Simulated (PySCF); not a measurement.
**Electron correlation in In- (indium, charge -1)**

[Kr] 4d10 5s2 5p2, high-spin 3P determinant. Calculation: PySCF 2.14, in def2-TZVPPD with the def2 core potential (28 electrons) (7s5p4d2f, 56 functions); scalar relativity through the core potential. Frozen: 4s2 4p6 4d10; 4 electrons correlated.

```tsv
level	correlation energy (mhartree)
CCSD	-51.90
(T)	-1.80
CCSD(T)	-53.70
CCSDT	-54.24
```

Diagnostics: T1 = 0.015, D1 = 0.0369, largest double amplitude 0.059.

Cost of the coupled-cluster step: of the order of 2.3 core-seconds, for 4 correlated electrons.
